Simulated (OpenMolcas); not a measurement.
Yb3+: moving the ligands

Yb3+ with 6 ligands (fluoride, chloride on the axis) in tetragonal octahedral coordination (D4h) at 2.18 Å, the axial distance 2.629 Å. A charge of +0.5 e stands 2.6 Å behind each ligand. Ligand basis ANO-RCC-VDZP.

- Program: OpenMolcas 26.06
- Method: CASSCF
- Basis: ANO-RCC-VDZP [7s6p4d2f1g]
- Scalar Hamiltonian: DKH2, point nucleus
- Active space: 13 electrons in 7 orbitals (4f)
- State averaging: 2S+1 = 2 odd, 7 roots
- Spin-orbit coupling: RASSI with atomic mean-field integrals over the reference wave functions

Runs around this geometry, states (labels of D4, the rotations of D4h). Energies in cm-1 above the lowest state or level, χT in cm3 K/mol.

```csv
R (Å),Ground state,First state of that spin,First gap with spin-orbit (degeneracies),Width of lowest J,χT at 300 K
2.11,2E,2B2 780.4,"660.3 (2, 2)",1018,2.235
2.18,2E,2B2 650.8,"561.7 (2, 2)",857,2.298
2.33,2E,2B2 466.9,"417.2 (2, 2)",635,2.401
```

Taking the width of the lowest J multiplet as R^-n, n = -ln(635 / 1018) / ln(2.33 / 2.11) = 4.8 between the shortest and longest distance.

Without dynamic correlation the ligand-field splitting of an f shell can come out too small, at times by half. No measured value stands beside these numbers; the geometry was imposed, not optimised, and the real ion may take another.
